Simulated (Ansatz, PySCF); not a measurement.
Gas-phase reaction (SMILES): [SiH3]N[SiH3] + N (NH3) → 2 N[SiH3]; bond separation energy.

Each molecule is optimised on its own at B3LYP-D3(BJ)/def2-TZVP (Ansatz, a quantum-chemistry and plane-wave program). Cores are frozen in the correlated levels unless marked. Spin-orbit coupling is left out. Non-relativistic. Basis-set limits of correlation are two-point, X^-3; Hartree-Fock from the larger set. Thermal terms are rigid-rotor harmonic-oscillator values from B3LYP-D3(BJ) frequencies (Ansatz or PySCF) at 298.15 K and 1 atm. 1 Eh = 627.5095 kcal/mol.

```tsv
species	E, CCSD(T)/CBS(cc-pV(T+d)Z,cc-pV(Q+d)Z) (Ansatz) (Eh)	E, r2SCAN-D4/def2-TZVPD (Ansatz + dftd4) (Eh)	H - E (Eh)
[SiH3]N[SiH3]	-637.09349	-637.93432	0.07351
N (NH3)	-56.50369	-56.54744	0.03799
N[SiH3]	-346.79605	-347.23851	0.05540
```

Problem. Work out ΔE and ΔH at 298.15 K at the first level, then ΔH at the second.

Solution. 
1. ΔE = [2×(-346.79605)] - [(-637.09349) + (-56.50369)] = 0.00508 Eh = 3.2 kcal/mol at CCSD(T)/CBS(cc-pV(T+d)Z,cc-pV(Q+d)Z).
2. The terms H - E add up to -0.00070 Eh, so ΔH = (0.00508 + (-0.00070))×627.5095 = 2.7 kcal/mol.
3. At r2SCAN-D4/def2-TZVPD the same steps give ΔE = 3.0 and ΔH = 2.5 kcal/mol, a shift of -0.2 from the first level.
4. These values are not checked against measurement here, since the tables used lack a sound gas-phase enthalpy of formation for at least one species.
